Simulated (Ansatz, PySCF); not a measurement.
Reaction (SMILES): NB(Cl)Cl + 3 [H][H] (H2) → B (BH3) + 2 Cl (HCl) + N (NH3)
Geometries: B3LYP-D3(BJ)/def2-TZVP minima from Ansatz (an electronic-structure program), one conformer each, not searched for the lowest.

Quantity: energy of full hydrogenation (enthalpy at 298 K, with B3LYP-D3(BJ) rigid-rotor harmonic-oscillator terms from PySCF), in kcal/mol. Correlated levels leave the core frozen unless marked. Spin-orbit coupling is left out. No relativistic terms. CBS(X,Y): correlation extrapolated as X^-3; Hartree-Fock from the larger set (for Q and 5 zeta extrapolated as (X+1)exp(-9√X)).

CCSD(T)/CBS(cc-pV(Q+d)Z,cc-pV(5+d)Z) (Ansatz) gives 67.3 kcal/mol.

Task: Another calculation gave 68.0 kcal/mol. Which level was it?
(A) r2SCAN/def2-TZVPD (Ansatz)
(B) SVWN5/def2-TZVPD (Ansatz)
(C) BHLYP/def2-TZVPD (Ansatz)
(D) B97M-V/def2-TZVPD (Ansatz)

Result: D, B97M-V/def2-TZVPD (Ansatz). The others give 71.8 (r2SCAN), 60.9 (BHLYP), 75.1 (SVWN5) kcal/mol.
